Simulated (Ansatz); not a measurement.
Geometry optimisation, Ansatz 0.2.0, RKS PBE0-D4/def2-SVP.

Input:

```yaml
crystal:
  periodic: [false, false, false]
  atoms:
    - { symbol: Al, position_ang: [0.0, 0.0, 0.0] }
    - { symbol: "N", position_ang: [0.0, 0.0, 1.92] }
    - { symbol: H, position_ang: [-0.877, -0.2713, 2.45] }
    - { symbol: H, position_ang: [0.877, 0.2713, 2.45] }
    - { symbol: O, position_ang: [1.5415, 0.0, -0.89] }
    - { symbol: Si, position_ang: [2.3874, -1.376, -1.352] }
    - { symbol: H, position_ang: [1.4599, -2.3514, -1.9176] }
    - { symbol: H, position_ang: [3.3882, -1.0195, -2.3535] }
    - { symbol: H, position_ang: [3.0504, -1.9546, -0.187] }
    - { symbol: "N", position_ang: [-1.6627, 0.0, -0.96] }
    - { symbol: H, position_ang: [-2.3316, -0.8164, -0.8614] }
    - { symbol: H, position_ang: [-1.9118, 0.8164, -1.5886] }
basis:
  gaussian: { orbitals: def2-SVP }
hamiltonian:
  xc: pbe0
  dispersion: d4
relax:
  f_tol: 0.02
  max_steps: 40
```

Run as:

```bash
$ ansatz run input.yaml --threads 2 --pin off --max-ram 3072MiB --backend cpu --events-out ev --progress --plain --runs-dir out
```

Q: Where does it end, and by what steps?

A: It converged. The force dipped under the threshold on the way, but the program's further checks kept it going. After 14 steps the energy has fallen by 1.217 eV; H11 moved furthest, 1.35 Å.

```
step  energy less start (eV)  largest force component (eV/Å)  accepted
   0                  0.0000                           1.876       yes
   1                 -0.7716                           1.063       yes
   2                 -0.9769                           0.812       yes
   3                 -1.0596                           0.313       yes
   4                 -1.1067                           0.300       yes
   5                 -1.1544                           0.146       yes
   6                 -1.1846                           0.162       yes
   7                 -1.2033                           0.182       yes
   8                 -1.2131                           0.030       yes
   9                 -1.2062                           0.335        no
  10                 -1.2158                           0.012       yes
  11                 -1.2165                           0.120       yes
  12                 -1.2152                           0.182        no
  13                 -1.2174                           0.027       yes
  14                 -1.2175                           0.003       yes
```

```xyz
12
Properties=species:S:1:pos:R:3
Al -0.213 -0.241 0.122
N -0.149 0.012 1.869
H -0.906 0.356 2.447
H 0.666 -0.172 2.440
O 1.169 -0.834 -0.676
Si 2.499 -1.438 -1.415
H 2.148 -2.628 -2.252
H 3.126 -0.410 -2.304
H 3.521 -1.866 -0.408
N -1.664 0.100 -0.825
H -2.541 0.453 -0.462
H -1.733 -0.035 -1.827
```

Whether the end is a true minimum wasn't checked by a vibrational analysis.

Time of the run: 55 s on 2 threads of Arm Neoverse V1 (shared host), peak memory 0.25 GiB.
